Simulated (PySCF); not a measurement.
Gas-phase reaction: GeCl4 + GeCl2 = 2 GeCl3

Energies from PySCF (xtb for GFN2), thermal terms from the rigid-rotor harmonic-oscillator model, ideal gas at 1 bar. † marks an energy on the PBE0/def2-TZVP geometry and frequencies; other levels use their own. Open shells (unrestricted): GeCl3 (multiplicity 2); the rest are closed-shell singlets. GFN2 has no spin-polarisation term. Ge: all electrons, no relativistic terms. GeCl3: computed as isolated molecules; such fragments, hydroxides, amides, oligomers or adducts are transient or little studied in the gas. The harmonic model lacks anharmonicity and excited electronic states, which grow with temperature; levels with a mode under 35 cm⁻¹ are left out.

| level | ΔE electronic, kJ | ΔH°(298 K), kJ | ΔS°(298 K), J/K | ΔG°(1000 K), kJ |
|---|---|---|---|---|
| BLYP/def2-TZVP† | 157 | 156 | 28 | 128 |
| GFN2-xTB | 160 | 159 | 34 | 124 |
| HF/def2-TZVP† | 125 | 125 | 28 | 96 |
| M06-2X/def2-TZVP† | 155 | 155 | 28 | 127 |
| PBE0/def2-TZVP | 159 | 159 | 28 | 131 |
| LDA/def2-TZVP† | 169 | 168 | 28 | 140 |
| ωB97M-V/def2-TZVP† | 180 | 180 | 28 | 152 |
| ωB97X-V/def2-TZVP† | 181 | 180 | 28 | 152 |
ΔH° is lowest at HF/def2-TZVP† and highest at ωB97X-V/def2-TZVP†. No reference value is set beside these.
